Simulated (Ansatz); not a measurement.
Frontier orbitals of `[SH][Cu]`.

Z-matrix (Å, degrees):
```
S
Cu 1 2.117
H 1 1.346 2 93.6
```

Total charge 0; spin multiplicity 1. Correlated methods include outer-core shells of Cu, which these sets cover unevenly. Scalar relativity is left out up to krypton. All single points use the PBE0-D4/def2-TZVP geometry. Basis def2-TZVPP, Ansatz.

| functional | HOMO (eV) | LUMO (eV) | gap (eV) |
| --- | --- | --- | --- |
| PBE | -5.16 | -3.45 | 1.71 |
| PBE0 | -6.30 | -2.52 | 3.78 |
| B3LYP | -6.13 | -2.89 | 3.24 |
| HSE06 (plane-wave form) | -5.89 | -2.88 | 3.01 |
| CAM-B3LYP | -7.62 | -1.74 | 5.88 |
| LC-ωPBE | -8.87 | -0.51 | 8.36 |
| ωB97M-V | -8.45 | -0.92 | 7.53 |

From PBE to PBE0 the HOMO moves by −1.13 eV and the LUMO by +0.93 eV, and with ωB97M-V by −3.29 and +2.53 eV, so the gap grows from 1.71 to 7.52 eV with exact exchange.

B3LYP here is the variant with VWN-RPA as its local correlation; programs differ in this. LC-ωPBE has ω = 0.4 bohr⁻¹.
